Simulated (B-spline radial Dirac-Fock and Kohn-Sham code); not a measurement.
# Atomic SCF run for Mg

ΔSCF core binding energies without Breit or QED terms, calculated with a B-spline atomic structure program.

Input (task.json):

```json
{"items": [{"Z": 12, "q": 0, "cfg": [[1, 0, 2], [2, 0, 2], [2, 1, 6], [3, 0, 2]], "A": 24, "rrms": 3.057, "do": "settings", "holes": ["K", "L3", "M5"],
  "settings": [{"rel": "dirac", "method": "hf", "nuc": "fermi", "radius_factor": 1.0, "rmax": 45.0, "h": 0.3, "order": 8, "points": 10, "c_factor": 1.0, "maxit": 60, "damp": 0.5, "ndamp": 3, "tol": 1e-08}]}]}
```

Command: `python xray2_run.py task.json out`

Ground-state iterations:

```
iter   energy (Ha)        error
   1     -199.65177678  4.68e-01
   2     -199.91151193  5.05e-02
   3     -199.93179786  1.72e-02
   4     -199.93445936  5.92e-03
   5     -199.93499783  2.21e-03
   6     -199.93505404  3.53e-04
   7     -199.93506177  7.59e-05
   8     -199.93506213  5.11e-06
   9     -199.93506214  5.18e-07
  10     -199.93506214  2.14e-08
```

The ground state converged in 10 iterations, with total energy -199.93506 Ha, virial ratio 1.99679 and highest orbital energy -6.90 eV. ΔSCF binding energies: K (1s) 1311.7 eV, L3 (2p3/2) 56.31 eV. Holes are computed only in closed shells, and unreliable hole states are left out.
